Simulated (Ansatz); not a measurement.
Ansatz (an electronic-structure program) input (RI-MP2/def2-TZVPP):
A basis named .json is the Basis Set Exchange file of that set.

Ansatz 0.2 input:
```yaml
crystal:
  periodic: [false, false, false]
  atoms:
    - {symbol: Hg, position_ang: [0.00000000, 0.00000000, 0.00000000]}
    - {symbol: Br, position_ang: [0.00000000, 0.00000000, 2.42485796]}
    - {symbol: Br, position_ang: [-0.00000000, -0.00000000, -2.42485796]}
basis:
  gaussian:
    orbitals: def2-TZVPP
    fitting: {mean_field: def2-universal-jkfit, correlation: def2-TZVPP-RIFIT.json}
magnetization: {spin_polarized: false}
correlation: {method: mp2, electrons: outside_noble_gas}
```

Output:

```
Functional definition: HF
integrals: 0.13 GiB planned
779 factors; integrals over basis functions are off by at most 2.9e-1 eV
502 factors; integrals over basis functions are off by at most 1.2e2 eV
mean field: 0.88 GiB planned
mean field evaluation 1: about -144149.7333 eV, gradient 2.1e1 eV
mean field evaluation 2: about -144150.5996 eV, gradient 1.5e1 eV
mean field evaluation 4: about -144150.9907 eV, gradient 5.1e-1 eV
mean field evaluation 8: about -144150.9921 eV, gradient 1.1e-6 eV
mean field -144150.99211728 eV, -5297.4512512584 hartree, gradient 1.1e-6 eV, S^2 0.000000; 0 other end points of the search recorded, 0 dependent functions left out
32 core orbitals not correlated
reference -144150.99211728 eV, -5297.4512512584 hartree; 13, 13 occupied and 110, 110 virtual orbitals, 502 factors
second order -20.25630228 eV of doubles, -0.00000000 eV of singles
Total energy: -144171.24841956 eV, -5298.1956566370 hartree
```
